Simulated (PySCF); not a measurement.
# Magnetic susceptibility: `InChI=1S/C3H14BPSi/c1-5(2,4)3-6/h3H2,1-2,4,6H3`

Molfile (atoms numbered from 1):
```
C3H14BPSi
     RDKit          3D

 20 19  0  0  0  0  0  0  0  0999 V2000
    0.1670    1.6505    0.3463 B   0  0  0  0  0  0  0  0  0  0  0  0
   -0.1042   -0.2108    0.0548 P   0  0  0  0  0  0  0  0  0  0  0  0
   -0.4418   -1.1557    1.5739 C   0  0  0  0  0  0  0  0  0  0  0  0
   -1.5024   -0.6082   -1.0429 C   0  0  0  0  0  0  0  0  0  0  0  0
    1.3361   -1.0388   -0.6975 C   0  0  0  0  0  0  0  0  0  0  0  0
    2.9958   -0.6619    0.1442 Si  0  0  0  0  0  4  0  0  0  0  0  0
   -0.8847    2.0718    0.8095 H   0  0  0  0  0  0  0  0  0  0  0  0
    0.4430    2.1084   -0.7562 H   0  0  0  0  0  0  0  0  0  0  0  0
    1.1024    1.7010    1.1386 H   0  0  0  0  0  0  0  0  0  0  0  0
   -0.5991   -2.2241    1.3645 H   0  0  0  0  0  0  0  0  0  0  0  0
    0.4024   -1.0362    2.2675 H   0  0  0  0  0  0  0  0  0  0  0  0
   -1.3390   -0.7383    2.0533 H   0  0  0  0  0  0  0  0  0  0  0  0
   -2.4271   -0.2128   -0.5978 H   0  0  0  0  0  0  0  0  0  0  0  0
   -1.3462   -0.1066   -2.0087 H   0  0  0  0  0  0  0  0  0  0  0  0
   -1.6028   -1.6919   -1.2020 H   0  0  0  0  0  0  0  0  0  0  0  0
    1.1721   -2.1288   -0.7306 H   0  0  0  0  0  0  0  0  0  0  0  0
    1.4093   -0.6836   -1.7392 H   0  0  0  0  0  0  0  0  0  0  0  0
    3.4409    0.7266   -0.1480 H   0  0  0  0  0  0  0  0  0  0  0  0
    2.8890   -0.8676    1.6198 H   0  0  0  0  0  0  0  0  0  0  0  0
    4.0015   -1.6300   -0.3926 H   0  0  0  0  0  0  0  0  0  0  0  0
  1  2  1  0
  2  3  1  0
  2  4  1  0
  2  5  1  0
  5  6  1  0
  1  7  1  0
  1  8  1  0
  1  9  1  0
  3 10  1  0
  3 11  1  0
  3 12  1  0
  4 13  1  0
  4 14  1  0
  4 15  1  0
  5 16  1  0
  5 17  1  0
  6 18  1  0
  6 19  1  0
  6 20  1  0
M  CHG  2   1  -1   2   1
M  END
```

Method used: GIAO B3LYP/pcSseg-1 magnetisability, rotational g tensor and spin-rotation constants, non-relativistic, gas phase (PySCF 2.14.0). Geometry: PBE0-D3(BJ)/def2-SVP.

**Question.** What are the magnetisability and the molar susceptibility?

**Answer.** Isotropic -1561 × 10⁻³⁰ J/T², or -94.0 × 10⁻⁶ cm³/mol; principal values -1592, -1547, -1544 × 10⁻³⁰ J/T², anisotropy 46 × 10⁻³⁰ J/T² (root of half the summed squared differences of the principal values). The susceptibility is in cgs units.

**Question.** Split it along the inertial axes a, b, c into diamagnetic and paramagnetic parts about the centre of mass, with the quadrupole moment.

**Answer.** 
| axis | χ (10⁻⁶ cm³/mol) | diamagnetic (10⁻⁶ cm³/mol) | paramagnetic (10⁻⁶ cm³/mol) | summed x² of all electrons (Å²) | quadrupole Θ (D Å) |
| --- | --- | --- | --- | --- | --- |
| a | -95.6 | -561.9 | 466.4 | 189.5 | +4.99 |
| b | -93.3 | -1068.1 | 974.8 | 70.2 | -11.35 |
| c | -93.1 | -1101.8 | 1008.7 | 62.3 | +6.37 |

Anisotropies 2χaa − χbb − χcc = -4.7 and 2χbb − χaa − χcc = +2.1 × 10⁻⁶ cm³/mol. Θ is traceless in Buckingham's convention.

**Question.** And the rotational g tensor?

**Answer.** 
```csv
axis,rotational constant (GHz),g,nuclear part,electronic part
a,3.0955,-0.0213,0.6569,-0.6782
b,1.3294,-0.0046,0.6043,-0.6088
c,1.2881,-0.0108,0.5996,-0.6104
```
Asymmetric top; isotopes 11B, 12C, 1H, 31P, 28Si; no vibrational averaging.
